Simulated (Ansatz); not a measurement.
`F[C@@H]([SiH3])[C@@H](F)Cl` and `FC(Cl)C[SiH3]` differ in one atom or group.

Ansatz, PBE0-D4/def2-TZVP geometries, multiplicity 1. Each molecule was computed in one conformer, which needn't be the lowest.

```csv
property,`F[C@@H]([SiH3])[C@@H](F)Cl`
HOMO energy (PBE0/def2-TZVPP) / eV,-8.76
size of the dipole moment (B3LYP/def2-TZVPP) / D,2.81
HOMO energy (B3LYP/def2-TZVPP) / eV,-8.52
LUMO energy (PBE/def2-TZVPP) / eV,-0.95
size of the dipole moment (PBE/def2-TZVPP) / D,2.59
size of the dipole moment (ωB97M-V/def2-TZVPP) / D,2.80
```

Q: Give the same properties after the change, and the shifts. (An estimate is asked.)

A: Computed: 
```tsv
property	`FC(Cl)C[SiH3]`	shift
HOMO energy (PBE0/def2-TZVPP) / eV	-8.65	0.11
size of the dipole moment (B3LYP/def2-TZVPP) / D	1.90	-0.91
HOMO energy (B3LYP/def2-TZVPP) / eV	-8.39	0.13
LUMO energy (PBE/def2-TZVPP) / eV	-0.67	0.28
size of the dipole moment (PBE/def2-TZVPP) / D	1.78	-0.81
size of the dipole moment (ωB97M-V/def2-TZVPP) / D	1.89	-0.91
```

With PBE0 the HOMO rises by 0.11 eV and the LUMO rises by 0.26 eV, so the gap widens by about 0.15 eV. PBE moves the HOMO by 0.08 eV and ωB97M-V by 0.11 eV. Dipoles are sizes alone; their direction can turn.

B3LYP here is the variant with VWN-RPA as its local correlation; programs differ in this.
